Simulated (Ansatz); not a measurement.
Stepwise reaction of `O[SiH2]O[SiH](F)F` with water, as a gas-phase model of exchange steps in deposition or etching. ΔE in kJ/mol.

Computed with Ansatz on PBE0-D4/def2-TZVP structures; ΔE is electronic, products minus reactants. CBS: MP2 limit from def2 TZ/QZ plus the TZ coupled-cluster correction, frozen cores. This one scheme is used for every species. DFT in def2-TZVPP. B3LYP here is the variant with VWN-RPA as its local correlation; programs differ in this. Each species was taken in one conformer, which may not be the lowest.

```json
{"step": "1", "reaction": "`O[SiH2]O[SiH](F)F` + H₂O → `O[SiH](O)O[SiH](F)F` + H₂", "PBE-D4": "-98.3", "B3LYP-D4": "-104.2", "ωB97M-V": "-105.4", "CCSD(T)/CBS": "-101.5"}
{"step": "2", "reaction": "`O[SiH](O)O[SiH](F)F` + H₂O → `O[SiH](O)O[Si](O)(F)F` + H₂", "PBE-D4": "-92.6", "B3LYP-D4": "-99.0", "ωB97M-V": "-100.8", "CCSD(T)/CBS": "-97.3"}
```

**Question.** By hand: ΔE of the 2 steps together at CCSD(T)/CBS.

**Answer.** (-101.5) + (-97.3) = -198.8 kJ/mol, or -99.4 kJ/mol a step.

In ΔE the steps differ by no more than 4.2 kJ/mol. All are downhill at CCSD(T)/CBS. PBE-D4 differs from CCSD(T)/CBS by 3.2 to 4.7 kJ/mol a step. Isolated molecules leave out the surface, adducts and barriers. Largest T1 diagnostic: 0.012.
